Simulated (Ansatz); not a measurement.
Single points on the cluster Al6Cu4.

```yaml
crystal:
  periodic: [false, false, false]
  atoms:
    - {symbol: Cu, position_ang: [-0.108781, 0.080876, 2.493749]}
    - {symbol: Cu, position_ang: [1.405703, 1.281865, 0.956924]}
    - {symbol: Cu, position_ang: [-1.391967, -1.368190, -0.478276]}
    - {symbol: Cu, position_ang: [0.674688, -1.640586, -1.710772]}
    - {symbol: Al, position_ang: [0.869226, -1.133118, 0.647498]}
    - {symbol: Al, position_ang: [-0.790022, 0.312745, -2.078266]}
    - {symbol: Al, position_ang: [-2.107494, -1.277624, 1.893800]}
    - {symbol: Al, position_ang: [2.062292, 0.312153, -1.193403]}
    - {symbol: Al, position_ang: [-1.107189, 0.997286, 0.471225]}
    - {symbol: Al, position_ang: [0.493535, 2.434584, -1.002498]}
basis:
  gaussian: {orbitals: def2-TZVP, initial_orbitals: start.molden}
hamiltonian: {xc: r2scan, dispersion: d4}
scf: {omitted_lower_state_checks: [starts]}
output: {orbitals: {seedname: orbitals}}
```

The file start.molden holds the orbitals of an earlier run on this structure, at another level or in another basis.

```sh
$ ansatz run in.yaml --threads 4 --pin off --events-out ev --progress --plain --max-ram 9574MiB
```

It prints (some lines left out):

```
Functional definition: r2SCAN
3366 factors; their error is unknown
mean field evaluation 1: about -218147.3127 eV, gradient 1.4e1 eV
mean field evaluation 2: about -218147.6463 eV, gradient 8.5e-1 eV
mean field evaluation 4: about -218147.5251 eV, gradient 1.0e-1 eV
mean field evaluation 8: about -218147.5251 eV, gradient 2.1e-5 eV
mean field -218147.52509814 eV, -8016.7736816532 hartree, gradient 2.1e-5 eV, S^2 0.000000; 0 other end points of the search recorded, 0 dependent functions left out
reference -218147.52511223 eV, -8016.7736821713 hartree; 97, 97 occupied and 305, 305 virtual orbitals, 3366 factors
Total energy: -218147.70522748 eV, -8016.7803012846 hartree
Checks for a lower state left out: starts
```

Run time 24 s (4 threads of Intel Xeon Platinum 8488C on a shared host), peak host memory 1.7 GiB.

Geometry: PBE-D4/def2-SVP.

The restricted singlet is unstable towards broken spin symmetry in Hartree–Fock (as tested in another run); at r2SCAN-D4/def2-TZVP this wasn't settled. Another isomer (singlet) lies 0.17 eV lower at PBE0-D4/def2-TZVP; other spin states weren't run for this one.
